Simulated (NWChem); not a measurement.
Ionisation of CF2

```
C
F 1 1.2986
F 1 1.2986 2 104.83
```
Charge 0, spin multiplicity 1.

The numbers come from NWChem runs, not from measurements. The geometry was optimised at B3LYP/def2-SVP, a minimum by its harmonic frequencies.

Basis set: def2-TZVPD. −ε marks an orbital energy of the parent.

B3LYP has NWChem's definition, with VWN1-RPA local correlation. The structure started from a generated list of species.

Question: Order these methods by the first vertical ionisation energy they give, lowest first: −ε(HOMO) of PBE0, −ε(HOMO) of B3LYP, −ε(HOMO) of PBE, −ε(HOMO) of HF.

Answer: −ε(HOMO) of PBE (7.22 eV), −ε(HOMO) of B3LYP (8.66 eV), −ε(HOMO) of PBE0 (8.85 eV), −ε(HOMO) of HF (13.01 eV)
